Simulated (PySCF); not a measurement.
Level of theory: TPSSh-D3(BJ)/def2-TZVP // TPSS-D3(BJ)/def2-SVP run with PySCF 2.14.0. All species are isolated molecules in the gas phase. One relaxed conformer stands for a flexible species; it need not be the lowest. 

Reference species: [Mo(OH)6] (neutral, multiplicity 1).

```
Quantity                Value
-------------------  --------
HOMO                 -7.90 eV
HOMO–LUMO gap         3.92 eV
coordination number         6
```

Changed species: [Mo(OH)4(NH2)2] (2 of 6 OH replaced by NH2; the reference has 0 of 6 OH replaced by NH2).

### Question
Give the shifts of the HOMO, HOMO–LUMO gap and coordination number.

### Answer
the HOMO rises by 1.17 eV, to -6.73 eV; the HOMO–LUMO gap decreases by 0.46 eV, to 3.46 eV; the coordination number hardly moves.
